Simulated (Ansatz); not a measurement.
AgGe₂⁻. Total charge -1; triplet. Geometry PBE-D4/def2-TZVP, that of the neutral doublet; atoms count from 1.

```xyz
3

Ag    0.6545   -0.0354    1.3748
Ge   -0.0185    1.1237   -0.8062
Ge   -0.6361   -1.0883   -0.5687
```

In the def2 sets Ag takes a core potential; there is no spin–orbit coupling. The highest occupied level of the charge -1 triplet lies above zero (up to 0.64 eV). By energy differences its removal costs 0.83 eV (vertical, to the charge 0 doublet, at PBE0-D4/def2-TZVPD); a positive level beside a positive removal energy at the same level points to self-interaction error. At PBE0-D4/def2-TZVPD a singlet of charge -1 lies 1.11 eV below the triplet at the same geometry. The structure comes from a short search, and lower isomers may exist.

Question: Estimate the Mulliken populations from the PBE0/def2-TZVPD orbitals of Ansatz.

Answer: 
```
atom  charge (e)  spin (α − β)  d electrons
 Ag1       -0.60          0.75         9.79
 Ge2       -0.20          0.63            –
 Ge3       -0.20          0.62            –
```
Mulliken values and Mayer orders depend strongly on the basis. With diffuse functions, as here, like atoms can get unlike values, and bond orders can come out too low or too high.

Question: Where does the spin sit?

Answer: Summed by element: Ag 0.75, Ge 1.25, of 2 unpaired in all. Largest on single atoms: Ag1 0.75, Ge2 0.63, Ge3 0.62.

Question: And the Mayer bond orders between bonded heavy atoms (over 0.3)?

Answer: Ag1–Ge2 0.75 (2.56 Å); Ag1–Ge3 0.75 (2.56 Å); Ge2–Ge3 1.71 (2.31 Å).
